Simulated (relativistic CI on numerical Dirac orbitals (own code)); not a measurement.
**Cr+ in a cubic cluster: L2,3 absorption with charge transfer**

Computed with a charge-transfer multiplet model of a cubic metal-ligand cluster with up to 3 ligand holes, Slater and spin-orbit integrals from Dirac-Coulomb-Breit ions, Slater integrals scaled by 0.8. The ground state mixes d5 with configurations of k ligand holes L, whose averages lie at kΔ + k(k − 1)U_dd/2; a core hole lowers each added d electron by U_cd. 300 K, Lorentzian 0.4 eV and Gaussian 0.3 eV FWHM.

Atomic integrals in eV (Slater integrals scaled, ζ unscaled), ground: F2dd 6.636, F4dd 4.082, zeta_d 0.022; with the core hole: F2dd 7.386, F4dd 4.554, zeta_d 0.034, zeta_core 5.628, F2cd 4.152, G1cd 2.980, G3cd 1.690.

Cluster parameters (eV): Δ = 8.3, U_dd = 6.1, U_cd = 7.9, 10Dq = 0.25, 10Dq(ligand) = 1.2, final-state hopping factor = 0.9.

| Case | n_d | d5 | d6L | d7L2 | d8L3 | S |
| --- | --- | --- | --- | --- | --- | --- |
| V(eg) = 1.5 eV, V(t2g) = -0.78 eV | 5.06 | 0.94 | 0.06 | 0.00 | 0.00 | 2.50 |
| V(eg) = 1.8 eV, V(t2g) = -0.94 eV | 5.09 | 0.92 | 0.08 | 0.00 | 0.00 | 2.50 |
| V(eg) = 2.4 eV, V(t2g) = -1.25 eV | 5.14 | 0.87 | 0.13 | 0.00 | 0.00 | 2.50 |

Weights, n_d and S are thermal averages at 300 K. Photon energies count from the first peak over 30 % of the highest in each spectrum, which can be another peak from case to case. The parameters are a model scan and need not match a compound or its usual spin state. Peaks in eV (height, largest 100):
- V(eg) = 1.5 eV, V(t2g) = -0.78 eV: 0.0 (100), 1.0 (40), 2.9 (11), 8.5 (17), 9.9 (25)
- V(eg) = 1.8 eV, V(t2g) = -0.94 eV: 0.0 (100), 0.9 (40), 2.8 (11), 8.5 (16), 9.9 (23)
- V(eg) = 2.4 eV, V(t2g) = -1.25 eV: 0.0 (100), 2.7 (11), 8.2 (15), 8.7 (16), 9.7 (21)

Curve for V(eg) = 1.8 eV, V(t2g) = -0.94 eV (points under 2 left out, the grid thinned):

```json
{"E (eV)": "-2.1", "Intensity": "2.1"}
{"E (eV)": "-1.8", "Intensity": "3.0"}
{"E (eV)": "-1.6", "Intensity": "4.2"}
{"E (eV)": "-1.3", "Intensity": "8.2"}
{"E (eV)": "-1.1", "Intensity": "12.4"}
{"E (eV)": "-0.8", "Intensity": "20.9"}
{"E (eV)": "-0.6", "Intensity": "27.8"}
{"E (eV)": "-0.3", "Intensity": "59.8"}
{"E (eV)": "-0.1", "Intensity": "94.8"}
{"E (eV)": "0.2", "Intensity": "78.6"}
{"E (eV)": "0.4", "Intensity": "51.5"}
{"E (eV)": "0.7", "Intensity": "36.4"}
{"E (eV)": "1.0", "Intensity": "39.6"}
{"E (eV)": "1.2", "Intensity": "31.5"}
{"E (eV)": "1.5", "Intensity": "15.8"}
{"E (eV)": "1.7", "Intensity": "9.7"}
{"E (eV)": "2.0", "Intensity": "6.8"}
{"E (eV)": "2.2", "Intensity": "6.6"}
{"E (eV)": "2.5", "Intensity": "8.3"}
{"E (eV)": "2.7", "Intensity": "10.5"}
{"E (eV)": "3.0", "Intensity": "10.5"}
{"E (eV)": "3.2", "Intensity": "8.6"}
{"E (eV)": "3.5", "Intensity": "5.7"}
{"E (eV)": "3.8", "Intensity": "3.2"}
{"E (eV)": "4.0", "Intensity": "2.5"}
{"E (eV)": "4.3", "Intensity": "2.3"}
{"E (eV)": "4.5", "Intensity": "2.5"}
{"E (eV)": "4.8", "Intensity": "2.6"}
{"E (eV)": "5.0", "Intensity": "2.1"}
{"E (eV)": "7.5", "Intensity": "3.0"}
{"E (eV)": "7.7", "Intensity": "4.7"}
{"E (eV)": "8.0", "Intensity": "10.0"}
{"E (eV)": "8.2", "Intensity": "14.4"}
{"E (eV)": "8.5", "Intensity": "16.4"}
{"E (eV)": "8.8", "Intensity": "14.4"}
{"E (eV)": "9.0", "Intensity": "12.4"}
{"E (eV)": "9.3", "Intensity": "14.5"}
{"E (eV)": "9.5", "Intensity": "18.1"}
{"E (eV)": "9.8", "Intensity": "23.0"}
{"E (eV)": "10.0", "Intensity": "22.6"}
{"E (eV)": "10.3", "Intensity": "12.3"}
{"E (eV)": "10.5", "Intensity": "6.7"}
{"E (eV)": "10.8", "Intensity": "3.6"}
{"E (eV)": "11.0", "Intensity": "2.8"}
{"E (eV)": "11.3", "Intensity": "2.0"}
```

For the case V(eg) = 1.8 eV, V(t2g) = -0.94 eV, Δ = 8.3 eV is larger than U_dd = 6.1 eV, the Mott-Hubbard side of the Zaanen-Sawatzky-Allen scheme. With the core hole the configuration with one ligand hole lies at Δ + U_dd − U_cd = 6.5 eV above the one without, against Δ in the ground state. The added d electron screens the hole, so the order of the configurations is kept and charge-transfer satellites are weaker than in photoemission.
